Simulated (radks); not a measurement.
Problem. Neutral lithium, [He] 2s1. Method: non-relativistic Kohn-Sham, exchange-only PBE, spin-polarised, spherical densities, point nucleus; computed with a radial shooting solver on a logarithmic mesh with Libxc functionals. Every spin shell is full or empty, so the densities are truly spherical. Functionals are evaluated on that one density, not self-consistently. Rank these exchange functionals by their error against the exact value of the orbitals, and give that value: LDA, PBE, revPBE, OPTX, WC, SOGGA, B86b, APBE, TPSS, revTPSS, MS2, MVS.

Solution. Exact: -1.76643 hartree. From best to worst, with 100 (|E| - |E exact|)/|E exact| (equal figures are ties): OPTX +0.11, B86b -0.13, MVS +0.14, revPBE +0.34, revTPSS +0.36, TPSS +0.49, APBE +0.55, MS2 +0.65, PBE -1.05, WC -3.16, SOGGA -5.67, LDA -13.49.
